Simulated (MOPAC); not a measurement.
Job for MOPAC: PM3 on C2H7O (SMILES C[OH+]C). Charge +1.

```
PM3 1SCF PRECISE CHARGE=1 THREADS=1
C2H7O

C     -1.27427838 1    -0.06492788 1     0.12055900 1
O      0.06824245 1    -0.58703266 1    -0.26848970 1
C      1.25524274 1     0.23276340 1     0.11269108 1
H     -1.98814303 1    -0.80851846 1    -0.21897156 1
H     -1.25428177 1    -0.00224752 1     1.20316436 1
H     -1.42160497 1     0.90413459 1    -0.34936130 1
H      0.09604178 1    -0.84816344 1    -1.20576089 1
H      1.22906787 1     0.28808014 1     1.19556592 1
H      2.12004664 1    -0.32400462 1    -0.23362428 1
H      1.16966668 1     1.20991646 1    -0.35577264 1
```

It printed:

```
*******************************************************************************
 **                                                                           **
 **                              MOPAC v23.2.5                                **
 **                                                                           **
 *******************************************************************************
 ** MOPAC's Digital Object Identifier: https://doi.org/10.5281/zenodo.6511958 **
 **                                                                           **
 ** Please cite the open-source release paper for use of this MOPAC version:  **
 ** J. E. Moussa and J. J. P. Stewart (2026)                                  **
 ** MOPAC: An open-source semiempirical molecular orbital program             **
 ** J. Open Source Softw., 11(119), 8025, https://doi.org/10.21105/joss.08025 **
 *******************************************************************************

                              PM3 CALCULATION RESULTS

 *******************************************************************************
 *  PM3        - The PM3 Hamiltonian to be used
 *
 *
 *
 *                 CHARGE ON SYSTEM = +1
 *
 *
 *
 *  PRECISE    - TIGHTER CRITERIA TO BE USED
 *  1SCF       - DO 1 SCF AND THEN STOP
 *  THREADS=1  - MULTI-THREADING NOT USED
 *  T=         - A TIME OF 172800.0 SECONDS REQUESTED
 *  DUMP=N     - RESTART FILE WRITTEN EVERY 7200.0 SECONDS REQUESTED
 *******************************************************************************
PM3 1SCF PRECISE CHARGE=1 THREADS=1
 C2H7O

   ATOM   CHEMICAL          X               Y               Z
  NUMBER   SYMBOL      (ANGSTROMS)     (ANGSTROMS)     (ANGSTROMS)

     1       C         -1.27427838  *  -0.06492788  *   0.12055900  *
     2       O          0.06824245  *  -0.58703266  *  -0.26848970  *
     3       C          1.25524274  *   0.23276340  *   0.11269108  *
     4       H         -1.98814303  *  -0.80851846  *  -0.21897156  *
     5       H         -1.25428177  *  -0.00224752  *   1.20316436  *
     6       H         -1.42160497  *   0.90413459  *  -0.34936130  *
     7       H          0.09604178  *  -0.84816344  *  -1.20576089  *
     8       H          1.22906787  *   0.28808014  *   1.19556592  *
     9       H          2.12004664  *  -0.32400462  *  -0.23362428  *
    10       H          1.16966668  *   1.20991646  *  -0.35577264  *



          CARTESIAN COORDINATES

    NO.       ATOM           X           Y           Z

     1         C         -1.2743     -0.0649      0.1206
     2         O          0.0682     -0.5870     -0.2685
     3         C          1.2552      0.2328      0.1127
     4         H         -1.9881     -0.8085     -0.2190
     5         H         -1.2543     -0.0022      1.2032
     6         H         -1.4216      0.9041     -0.3494
     7         H          0.0960     -0.8482     -1.2058
     8         H          1.2291      0.2881      1.1956
     9         H          2.1200     -0.3240     -0.2336
    10         H          1.1697      1.2099     -0.3558

  H: (PM3): J. J. P. STEWART, J. COMP. CHEM. 10, 209 (1989).
  C: (PM3): J. J. P. STEWART, J. COMP. CHEM. 10, 209 (1989).
  O: (PM3): J. J. P. STEWART, J. COMP. CHEM. 10, 209 (1989).

           Empirical Formula: C2 H7 O  =    10 atoms



      MOLECULAR POINT GROUP   :   Cs


      RHF CALCULATION, NO. OF DOUBLY OCCUPIED LEVELS = 10


 -------------------------------------------------------------------------------
 PM3 1SCF PRECISE CHARGE=1 THREADS=1
 C2H7O



     1SCF WAS SPECIFIED, SO BFGS WAS NOT USED
     SCF FIELD WAS ACHIEVED


                              PM3 CALCULATION
                                                       MOPAC v23.2.5 Linux




          FINAL HEAT OF FORMATION =        159.40529 KCAL/MOL =     666.95172 KJ/MOL


          COSMO AREA              =         92.79 SQUARE ANGSTROMS
          COSMO VOLUME            =         74.80 CUBIC ANGSTROMS

          IONIZATION POTENTIAL    =         19.006343 EV
          HOMO LUMO ENERGIES (EV) =        -19.006 -6.415
          NO. OF FILLED LEVELS    =         10
          MOLECULAR WEIGHT        =         47.0767         POINT GROUP:  Cs

          MOLECULAR DIMENSIONS (Angstroms)

            Atom       Atom       Distance
            H     9    H     4     4.13669
            H     7    H     8     2.60368
            O     2    H     6     1.56227


          SCF CALCULATIONS        =          1





   ATOM   CHEMICAL          X               Y               Z
  NUMBER   SYMBOL      (ANGSTROMS)     (ANGSTROMS)     (ANGSTROMS)

     1       C         -1.27427838  *  -0.06492788  *   0.12055900  *
     2       O          0.06824245  *  -0.58703266  *  -0.26848970  *
     3       C          1.25524274  *   0.23276340  *   0.11269108  *
     4       H         -1.98814303  *  -0.80851846  *  -0.21897156  *
     5       H         -1.25428177  *  -0.00224752  *   1.20316436  *
     6       H         -1.42160497  *   0.90413459  *  -0.34936130  *
     7       H          0.09604178  *  -0.84816344  *  -1.20576089  *
     8       H          1.22906787  *   0.28808014  *   1.19556592  *
     9       H          2.12004664  *  -0.32400462  *  -0.23362428  *
    10       H          1.16966668  *   1.20991646  *  -0.35577264  *

                             CARTESIAN COORDINATES

   1    C       -1.274278380    -0.064927880     0.120559000
   2    O        0.068242450    -0.587032660    -0.268489700
   3    C        1.255242740     0.232763400     0.112691080
   4    H       -1.988143030    -0.808518460    -0.218971560
   5    H       -1.254281770    -0.002247520     1.203164360
   6    H       -1.421604970     0.904134590    -0.349361300
   7    H        0.096041780    -0.848163440    -1.205760890
   8    H        1.229067870     0.288080140     1.195565920
   9    H        2.120046640    -0.324004620    -0.233624280
  10    H        1.169666680     1.209916460    -0.355772640


           Empirical Formula: C2 H7 O  =    10 atoms



      MOLECULAR POINT GROUP   :   Cs


                  EIGENVALUES
 -47.64961 -34.96004 -33.34166 -26.27775 -23.78692 -23.56073 -19.87052 -19.86987
 -19.58417 -19.00634  -6.41468  -3.49597  -3.20648  -2.13892  -1.90350  -1.77717
  -1.72110  -1.67450  -1.65527


              NET ATOMIC CHARGES AND DIPOLE CONTRIBUTIONS

  ATOM NO.   TYPE          CHARGE      No. of ELECS.   s-Pop       p-Pop
    1          C           0.111595        3.8884     1.16074     2.72766
    2          O          -0.073717        6.0737     1.74424     4.32948
    3          C           0.111605        3.8884     1.16074     2.72765
    4          H           0.098417        0.9016     0.90158
    5          H           0.096700        0.9033     0.90330
    6          H           0.076188        0.9238     0.92381
    7          H           0.307908        0.6921     0.69209
    8          H           0.096735        0.9033     0.90326
    9          H           0.098373        0.9016     0.90163
   10          H           0.076194        0.9238     0.92381
 DIPOLE           X         Y         Z       TOTAL
 POINT-CHG.    -0.017     0.124    -0.772     0.782
 HYBRID        -0.008     0.051    -0.567     0.569
 SUM           -0.025     0.175    -1.339     1.350


          ATOMIC ORBITAL ELECTRON POPULATIONS

     Atom    s        px        py        pz
    1  C   1.16074   0.69411   1.00576   1.02779
    2  O   1.74424   1.28931   1.61705   1.42312
    3  C   1.16074   0.76388   0.93461   1.02916
    4  H   0.90158
    5  H   0.90330
    6  H   0.92381
    7  H   0.69209
    8  H   0.90326
    9  H   0.90163
   10  H   0.92381

 **********************
 *                    *
 * JOB ENDED NORMALLY *
 *                    *
 **********************




 == MOPAC DONE ==
```

The run finished.

Cost: around 0.020 core-seconds (rough).
